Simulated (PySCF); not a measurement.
PySCF input for MoCl4H2, SMILES [Cl][MoH2]([Cl])([Cl])[Cl], multiplicity 1, IEF-PCM-B3LYP/def2-SVP. Coordinates come from a B3LYP-D3(BJ)/def2-SVP optimisation. The multiplicity is an assumed one; no other spin state was optimised. The structure was generated by enumeration; whether it is a known compound was not checked. The def2 effective core potentials stand for the cores of Mo; spin–orbit coupling is left out.

```python
import numpy as np
from pyscf import gto, scf, dft
from pyscf.solvent import pcm

mol = gto.M(
    atom='''
    Mo   -0.00000000   -0.00000000   -0.08848675
    Cl    0.00000000    2.23882800   -0.48230437
    Cl    2.18735758   -0.00000001    0.68111061
    Cl   -2.18735758    0.00000000    0.68111061
    Cl   -0.00000001   -2.23882799   -0.48230437
    H     0.80388109    0.00000000   -1.52148433
    H    -0.80388108   -0.00000000   -1.52148433
    ''',
    basis='def2-SVP',
    ecp={'Mo': 'def2-svp'},
    charge=0,
    spin=0,
    max_memory=1600,
    verbose=3,
)
mf = dft.RKS(mol, xc='b3lyp').density_fit(auxbasis='def2-universal-jkfit')
mf.grids.level = 3
mf.conv_tol = 1e-9
mf.max_cycle = 100
mf.kernel()
res = {}
for name, eps in {'water': 78.355, 'ethylethanoate': 5.9867, 'dimethylsulfoxide': 46.826}.items():
    s = mf.PCM()
    s.with_solvent.method, s.with_solvent.eps, s.with_solvent.lebedev_order = 'IEF-PCM', eps, 29
    s.kernel(mf.make_rdm1())
    res[name] = (s.e_tot, eps, s.dip_moment(), s.mo_energy, s.converged)
    print(f'{name}: electrostatic solvation free energy {(s.e_tot - mf.e_tot) * 627.509474:.3f} kcal/mol')
```

Program output:

```
converged SCF energy = -1909.80455900303

WARN: PCM is an experimental feature. It is still in testing.
Features and APIs may be changed in the future.

converged SCF energy = -1909.80825259849
Dipole moment(X, Y, Z, Debye):  0.00000, -0.00000, -0.39135
water: electrostatic solvation free energy -2.318 kcal/mol

WARN: PCM is an experimental feature. It is still in testing.
Features and APIs may be changed in the future.

converged SCF energy = -1909.80730200661
Dipole moment(X, Y, Z, Debye):  0.00000, -0.00000, -0.34284
ethylethanoate: electrostatic solvation free energy -1.721 kcal/mol

WARN: PCM is an experimental feature. It is still in testing.
Features and APIs may be changed in the future.

converged SCF energy = -1909.80819259934
Dipole moment(X, Y, Z, Debye):  0.00000, -0.00000, -0.38844
dimethylsulfoxide: electrostatic solvation free energy -2.280 kcal/mol
```

The run converged.

Cost: about 100 core-seconds (a rough figure).
